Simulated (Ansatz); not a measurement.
Ansatz (an electronic-structure program) input (B3LYP/6-31G**): The .json file is the Basis Set Exchange's 6-31G**.

Ansatz 0.2 input:
```yaml
crystal:
  periodic: [false, false, false]
  atoms:
    - {symbol: C, position_ang: [2.31800900, -0.30045300, 0.54485900]}
    - {symbol: Si, position_ang: [0.93743700, -0.20179400, -0.83486600]}
    - {symbol: O, position_ang: [-0.34344600, 0.50903100, 0.19818300]}
    - {symbol: Si, position_ang: [-1.87272600, 0.04895000, 0.32894100]}
    - {symbol: H, position_ang: [2.35680200, 0.60956900, 1.15506300]}
    - {symbol: H, position_ang: [2.14601400, -1.15078900, 1.21376800]}
    - {symbol: H, position_ang: [3.30228900, -0.44446900, 0.08108300]}
    - {symbol: H, position_ang: [1.44404300, 1.13705800, -1.42728900]}
    - {symbol: H, position_ang: [-2.06811100, -1.37173900, 0.75474100]}
    - {symbol: H, position_ang: [-2.68738300, 0.20971800, -0.91593300]}
    - {symbol: H, position_ang: [-2.56010000, 0.88093600, 1.36689000]}
basis:
  gaussian:
    orbitals: 6-31G__.json
hamiltonian:
  xc: {name: B3LYP}
total_charge: -1
output: {forces: true}
```

Output:

```
Functional definition: B3LYP
integrals: 0.05 GiB planned
964 factors; integrals over basis functions are off by at most 1.3e-3 eV
mean field: 0.38 GiB planned
mean field evaluation 1: about -18952.1759 eV, gradient 3.8e1 eV
mean field evaluation 2: about -18949.1412 eV, gradient 5.4e1 eV
mean field evaluation 4: about -18955.3527 eV, gradient 3.0e0 eV
mean field evaluation 8: about -18955.4902 eV, gradient 2.3e-1 eV
mean field evaluation 16: about -18955.4903 eV, gradient 9.9e-6 eV
mean field -18955.49034515 eV, -696.6014216916 hartree, gradient 1.0e-5 eV, S^2 0.000000; 0 other end points of the search recorded, 0 dependent functions left out
the calculation of the forces begins
reference -18955.49061068 eV, -696.6014314495 hartree; 25, 25 occupied and 78, 78 virtual orbitals, 964 factors
Total energy: -18955.49061068 eV, -696.6014314495 hartree
Atom 0 at     2.318009    -0.300453     0.544859 Å, force    -0.030903     0.045650    -0.027915 eV/Å
Atom 1 at     0.937437    -0.201794    -0.834866 Å, force     0.096837    -0.206689    -0.309883 eV/Å
Atom 2 at    -0.343446     0.509031     0.198183 Å, force     0.197890     0.322165     0.204138 eV/Å
Atom 3 at    -1.872726     0.048950     0.328941 Å, force    -0.098947    -0.092578    -0.045743 eV/Å
Atom 4 at     2.356802     0.609569     1.155063 Å, force     0.040397     0.035730     0.073606 eV/Å
Atom 5 at     2.146014    -1.150789     1.213768 Å, force     0.023614    -0.067338     0.081459 eV/Å
Atom 6 at     3.302289    -0.444469     0.081083 Å, force     0.108110    -0.013996    -0.002931 eV/Å
Atom 7 at     1.444043     1.137058    -1.427289 Å, force     0.049899     0.061270    -0.036223 eV/Å
Atom 8 at    -2.068111    -1.371739     0.754741 Å, force    -0.115043    -0.115793     0.057624 eV/Å
Atom 9 at    -2.687383     0.209718    -0.915933 Å, force    -0.156597     0.001315    -0.066431 eV/Å
Atom 10 at    -2.560100     0.880936     1.366890 Å, force    -0.115257     0.030264     0.072298 eV/Å
Dipole moment:    -0.377382     0.084201     0.521476 e Å
```

The dipole moment of an ion depends on the origin.

The geometry given is a B3LYP-D3(BJ)/def2-TZVP minimum.
